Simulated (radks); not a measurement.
Task: All-electron calculation, scalar-relativistic Kohn-Sham, LDA (Slater exchange, Perdew-Wang correlation), spin-polarised, spherical densities, finite nucleus; open shells are filled with parallel spins first; Fermi nuclear charge, rms radius of each element as measured or else 0.836 A^(1/3) + 0.57 fm. Program: a radial shooting solver on a logarithmic mesh with Libxc functionals. Response by self-consistent Sternheimer equations with the Hartree and adiabatic LDA kernel, the relativistic mass of each level held fixed and spin-orbit coupling left out. For heavy and open-shell atoms this level of theory can miss by tens of per cent. Rank Ti3+, K, Mn6+, Cr5+, Ca+, Sc2+, V4+, Co8+, Fe7+ (NIST ground configurations) by static dipole polarisability, largest first.

Result: K 255.3, Ca+ 67.69, Sc2+ 5.035, Ti3+ 2.318, V4+ 1.444, Cr5+ 1.003, Mn6+ 0.7377, Fe7+ 0.5631, Co8+ 0.4415 bohr^3.
